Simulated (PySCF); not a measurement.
Species: C9H9 (doublet state).
Cartesian coordinates in Å at the GFN2-xTB level; atoms count from 1:
```xyz
18
C9H9 angstrom
C      1.3840    2.2584    0.8474
C      1.6479    1.0024    0.4934
C      2.9407    0.3535    0.4420
C      2.8432   -0.9075    0.0253
C      1.4271   -1.1677   -0.2211
C      0.6928   -0.0555    0.0513
C     -0.7267    0.1442   -0.0412
C     -1.6153   -0.7824   -0.4097
C     -3.0829   -0.5455   -0.4964
H      0.3842    2.6593    0.8528
H      2.1719    2.9299    1.1454
H      3.6206   -1.6340   -0.1138
H      1.0631   -2.1172   -0.5705
H     -1.0864    1.1329    0.2132
H     -1.2860   -1.7794   -0.6673
H     -3.6137   -1.2049    0.1915
H     -3.4439   -0.7655   -1.5015
H     -3.3293    0.4852   -0.2524
```

The hyperfine couplings belong to this conformer and change with its torsions.

As a line formula: `C=C1[C]=CC=C1/C=C/C` [radical].

Method used: UKS B3LYP, pcH-1 on C H, non-relativistic, mean-field spin-orbit, GIAO (PySCF 2.14.0). Isolated species at its GFN2-xTB geometry (one conformer only). The geometry wasn't refined by DFT: couplings that depend on bond lengths, twists or pyramidal angles can differ widely from those at the functional's own minimum.

Question: How many α and β electrons are there, and what is ⟨S²⟩ of the pure spin state?

Answer: 63 electrons with 2S = 1: 32 α and 31 β; S(S+1) = 0.75.

Mulliken spin populations, one withheld:

```csv
atom,bound to,population
C1,"C2, H10, H11",+0.0145
C2,"C1, C3, C6",-0.0298
C3,"C2, C4",+1.0691
C4,"C3, C5, H12",?
C5,"C4, C6, H13",+0.1259
C6,"C5, C7, C2",-0.0453
C7,"C6, C8, H14",+0.0343
C8,"C7, C9, H15",-0.0538
C9,"C8, H16, H17, H18",+0.0057
H10,C1,-0.0017
H11,C1,+0.0038
H12,C4,+0.0156
H13,C5,+0.0038
H14,C7,-0.0008
H15,C8,+0.0022
H16,C9,-0.0025
H17,C9,-0.0023
H18,C9,-0.0001
```

Question: What does C4 hold?

Answer: 1 − (1.1386) gives -0.139, since all populations sum to 2S.

Question: How is the spin shared among the elements?

Answer: Carbon +0.98, hydrogen +0.02. The positive populations sum to 1.27, the negative ones to -0.27.

Question: With ⟨S²⟩ = 0.7793, find the sum of squared α–β overlaps and estimate the admixture of higher spin.

Answer: For a single determinant ⟨S²⟩ = S(S+1) + Nβ − Σ|⟨iα|jβ⟩|², so the squared overlaps of occupied orbitals sum to 31 − 0.0293 = 30.9707. If the quartet state (S + 1) were the only admixture, its weight would be 0.0293/(2S + 2) = 0.98 %.

Question: What Fermi-contact NMR shifts do the couplings of C1, C2, C4, C6, C7, C8, C9 imply at 200 K (Curie law, g = gₑ)?

Answer: δ = a_FC·h·gₑ μB S(S+1)/(3 g_N μN kT), with k/h = 20836.6 MHz/K:

```
nuclei  isotope  a_FC (MHz)     g_N  contact shift (ppm)
    C1      13C        7.55  1.4048                +1185
    C2      13C       49.05  1.4048                +7700
    C4      13C       22.93  1.4048                +3600
    C6      13C       25.59  1.4048                +4018
    C7      13C        8.51  1.4048                +1336
    C8      13C        0.50  1.4048                  +78
    C9      13C        2.85  1.4048                 +447
```

All at the stated temperature.

The run took 97 s wall (with the writing of density and orbital grids) on an Arm Neoverse V2 with one thread, no GPU, shared host, and the process peaked at 1.1 GiB of memory.
